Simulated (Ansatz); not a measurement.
Program: Ansatz. Geometries: PBE0-D4/def2-TZVP. ΔE: electronic, gas phase. CCSD(T)/CBS adds triple-zeta CCSD(T) − MP2 to the extrapolated MP2 energy (def2 sets, frozen cores). This one scheme is used for every species. DFT in def2-TZVPP. One conformer a species, not always the lowest.

Reaction (ligand exchange at the Si–S bond): `N[Si@H](F)S[Si@@H](N)O` + HCl → `N[SiH](F)Cl` + `N[SiH](O)S`

```csv
level,ΔE (kcal/mol)
PBE-D4,-3.2
ωB97X-V,-6.5
PBE,-5.4
PBE0,-6.2
MP2/def2-QZVPP,-5.5
HF/CBS(def2),-13.0
MP2/CBS(def2),-5.5
CCSD/CBS(def2),-7.1
```

Problem. What does CCSD(T)/CBS give? (Best estimate.)

Solution. The calculation gave: -5.7 kcal/mol. The listed levels differ from it by 2.5, -0.8, 0.3, -0.5, 0.2, -7.3, 0.2, -1.4 kcal/mol.

Largest T1 diagnostic among the species: 0.012.

In def2-TZVPP, CCSD(T) changes the Hartree–Fock value by +7.2 kcal/mol (the triples alone add +1.4 kcal/mol) and MP2 by +7.4 kcal/mol. The D4 term adds +3.4 kcal/mol with B3LYP and +2.0 kcal/mol with PBE0; it sums over pairs of atoms, weighted by their polarisabilities, and B3LYP, whose exchange is more repulsive, gets the larger term. From PBE to PBE0 (25 % exact exchange), in def2-TZVPP and without D4, ΔE moves by −0.9 kcal/mol.

B3LYP here is the variant with VWN-RPA as its local correlation; programs differ in this.
